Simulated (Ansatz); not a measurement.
Input and output for C₃H₁₁GaGeO, SMILES `C[CH2][GeH]([GaH2])[O]C`.

```yaml
crystal:
  periodic: [false, false, false]
  atoms:
    - {symbol: C, position_ang: [0.881203, -1.735485, -0.396903]}
    - {symbol: C, position_ang: [1.575467, -0.382131, -0.341279]}
    - {symbol: Ge, position_ang: [0.353179, 1.163517, -0.394374]}
    - {symbol: Ga, position_ang: [-1.647227, 0.734830, -1.766858]}
    - {symbol: O, position_ang: [-0.133436, 1.587134, 1.284660]}
    - {symbol: C, position_ang: [-0.866099, 0.649862, 2.024025]}
    - {symbol: H, position_ang: [0.322053, -1.860015, -1.329701]}
    - {symbol: H, position_ang: [0.175470, -1.865974, 0.427429]}
    - {symbol: H, position_ang: [1.597944, -2.559791, -0.343563]}
    - {symbol: H, position_ang: [2.167047, -0.277647, 0.573181]}
    - {symbol: H, position_ang: [2.270888, -0.270461, -1.178451]}
    - {symbol: H, position_ang: [1.127978, 2.428620, -0.824306]}
    - {symbol: H, position_ang: [-3.099328, 0.762402, -1.162134]}
    - {symbol: H, position_ang: [-1.496838, 0.433484, -3.306420]}
    - {symbol: H, position_ang: [-1.229097, 1.134112, 2.934828]}
    - {symbol: H, position_ang: [-1.742900, 0.271428, 1.476146]}
    - {symbol: H, position_ang: [-0.256294, -0.213895, 2.323730]}
basis:
  gaussian: {orbitals: x2c-TZVPPall}
hamiltonian: {xc: {name: B3LYP5}}
```

```sh
$ ansatz run in.yaml --threads 2 --pin off --events-out ev --progress --plain --max-ram 22528MiB --backend cuda --devices 0, --max-vram 18GiB
```

Shortened log:

```
Functional definition: B3LYP5
2157 factors; their error is unknown
mean field evaluation 1: about -115325.7539 eV, gradient 9.0e1 eV
mean field evaluation 2: about -115240.0518 eV, gradient 1.9e2 eV
mean field evaluation 4: about -115341.3361 eV, gradient 1.1e1 eV
mean field evaluation 8: about -115341.7662 eV, gradient 1.5e-1 eV
mean field evaluation 16: about -115342.0076 eV, gradient 9.0e-4 eV
mean field -115342.00756804 eV, -4238.7405965048 hartree, gradient 3.0e-5 eV, S^2 0.000000; 0 other end points of the search recorded, 0 dependent functions left out
reference -115342.00792526 eV, -4238.7406096325 hartree; 50, 50 occupied and 324, 324 virtual orbitals, 2157 factors
Total energy: -115342.00792526 eV, -4238.7406096325 hartree
Relativity: scalar
```

It took 3.5 s on 2 threads of an AMD EPYC 7R13 on a shared host and a share of an NVIDIA H100 80 GB, with 0.92 GiB of host memory at the peak.
